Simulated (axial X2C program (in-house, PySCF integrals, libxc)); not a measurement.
Density and ELF of AuCl

Calculated with an axial X2C code built on PySCF integrals. Spin-free means the one-electron spin-free X2C Hamiltonian. Basis: Au dyall-cv4z [15s16p10d7f7g], Cl dyall-av4z [10s9p4d3f2g] (cores contracted in-house); Gaussian nuclei, density fitting, unrestricted open shells. Masses: Au 196.967 u, Cl 34.969 u.

PBE0, spin-free, state M_S = 0, Λ = 0 (closed shell); Au at z = 0, Cl at z = 2.214 Å.

The maps cover the half plane through the axis: z from -2.4 to 4.2 Å along the bond, ρ from 0.15 to 2.25 Å away from it.

log10 of the density in e/bohr³:

```
 ρ\z  -2.4  -1.8  -1.2  -0.6   0.0   0.6   1.2   1.8   2.4   3.0   3.6   4.2
0.15  -4.0  -2.8  -1.6   0.0   1.9   0.0  -0.9  -0.4   0.8  -0.9  -1.9  -3.0
0.45  -4.0  -2.9  -1.7  -0.4   0.4  -0.4  -1.1  -0.6  -0.4  -1.0  -2.0  -3.1
0.75  -4.0  -2.9  -1.9  -0.8  -0.3  -0.9  -1.3  -0.9  -0.7  -1.3  -2.2  -3.2
1.05  -4.1  -3.1  -2.1  -1.3  -1.0  -1.3  -1.6  -1.3  -1.2  -1.7  -2.5  -3.4
1.35  -4.2  -3.3  -2.5  -1.8  -1.6  -1.8  -2.0  -1.8  -1.7  -2.1  -2.8  -3.6
1.65  -4.4  -3.5  -2.8  -2.3  -2.1  -2.2  -2.4  -2.3  -2.2  -2.5  -3.1  -3.9
1.95  -4.6  -3.8  -3.2  -2.7  -2.6  -2.7  -2.8  -2.7  -2.7  -3.0  -3.5  -4.2
2.25  -4.9  -4.1  -3.6  -3.2  -3.0  -3.1  -3.2  -3.2  -3.2  -3.4  -3.9  -4.5
```

Electron localisation function (collinear form, no current term, damped to 0 at low density):

```
 ρ\z  -2.4  -1.8  -1.2  -0.6   0.0   0.6   1.2   1.8   2.4   3.0   3.6   4.2
0.15  0.00  0.00  0.07  0.65  0.34  0.61  0.51  0.08  0.84  0.79  0.42  0.05
0.45  0.00  0.01  0.09  0.58  0.42  0.53  0.45  0.56  0.16  0.83  0.41  0.04
0.75  0.00  0.01  0.10  0.43  0.58  0.37  0.34  0.83  0.90  0.82  0.36  0.04
1.05  0.00  0.01  0.11  0.33  0.41  0.28  0.24  0.77  0.88  0.75  0.29  0.02
1.35  0.00  0.01  0.10  0.26  0.32  0.23  0.15  0.58  0.76  0.59  0.19  0.01
1.65  0.00  0.01  0.07  0.19  0.24  0.17  0.09  0.33  0.53  0.38  0.09  0.00
1.95  0.00  0.00  0.04  0.12  0.16  0.10  0.04  0.14  0.27  0.17  0.03  0.00
2.25  0.00  0.00  0.01  0.06  0.09  0.05  0.02  0.04  0.08  0.04  0.00  0.00
```

The state is one determinant whose occupation by symmetry is held fixed; it was picked as the lowest of a PBE0 search that is not exhaustive.
